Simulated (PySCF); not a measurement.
Species: C₈H₆Se.
Atom-mapped SMILES: `[CH:1]#[C:2][CH:3]=[C:4]=[C:5]([C:6]#[CH:7])[Se:8][CH3:9]` (hydrogens: H10 on C1; H11 on C3; H12 on C7; H13, H14, H15 on C9)

A GFN2-xTB structure was refined with PySCF, PBE0-D3(BJ)/def2-SVP geometry optimisation, gas phase. Its GFN2-xTB values:

```csv
coordinate,GFN2-xTB
C1≡C2,1.201 Å
C1–H10,1.049 Å
C2–C3,1.412 Å
C3=C4,1.308 Å
C3–H11,1.085 Å
C4=C5,1.301 Å
C5–C6,1.409 Å
C5–Se8,1.958 Å
C6≡C7,1.201 Å
C7–H12,1.049 Å
Se8–C9,1.950 Å
C9–H13,1.088 Å
C1–C2–C3,178.6°
C2–C3–C4,122.4°
C3–C4–C5,176.2°
C4–C5–C6,125.0°
C4–C5–Se8,120.5°
C5–C6–C7,178.3°
C5–Se8–C9,97.5°
C6–C5–Se8,114.5°
C4–C5–Se8–C9,6°
```

Task: How do these coordinates change at the PBE0-D3(BJ)/def2-SVP level?

Result: 
| coordinate | PBE0-D3(BJ)/def2-SVP (Å or °) | change |
| --- | --- | --- |
| C5–Se8 | 1.927 | -0.031 |
| C7–H12 | 1.075 | +0.026 |
| C1–H10 | 1.075 | +0.026 |
| C3–H11 | 1.101 | +0.016 |
| Se8–C9 | 1.935 | -0.015 |
| C5–C6 | 1.423 | +0.014 |
| C4=C5 | 1.314 | +0.013 |
| C2–C3 | 1.425 | +0.013 |
| C1≡C2 | 1.213 | +0.012 |
| C6≡C7 | 1.213 | +0.012 |
| C3=C4 | 1.319 | +0.011 |
| C9–H13 | 1.098 | +0.010 |
| C3–C4–C5 | 178.2 | +2.0 |
| C4–C5–Se8 | 122.4 | +1.9 |
| C2–C3–C4 | 124.0 | +1.6 |
| C4–C5–C6 | 123.4 | -1.6 |
| C5–C6–C7 | 177.6 | -0.7 |
| C6–C5–Se8 | 114.2 | -0.3 |
| C5–Se8–C9 | 97.8 | +0.3 |
| C1–C2–C3 | 178.7 | +0.1 |
| C4–C5–Se8–C9 | 4 | -2 |

The energy falls by 0.090 eV over 6 energy and gradient evaluations, the largest force component goes from 0.0212 to 3.6e-04 Eh/bohr, and the atoms move by 0.087 Å rms after alignment. The bond that changes most is C5–Se8 (ends: outer carbon of cumulated double bonds; selenium bonded to 2 C), which shortens by 0.031 Å. Bonds longer at the end by more than 0.005 Å: 12 of 14; shorter: 2. Rotational constants go from 1469, 761.4, 536.8 to 1492, 730.4, 521.8 MHz.

The run used 174 basis functions and 47 SCF cycles in all.

No PBE0-D3(BJ)/def2-SVP frequencies stand behind this structure, so it isn't proved a minimum. One conformer, not necessarily the lowest.

Conformer computed: `[CH:1]#[C:2][CH:3]=[C:4]=[C:5]([C:6]#[CH:7])[Se:8][CH3:9]`: C4–C5–Se8–C9 4°.
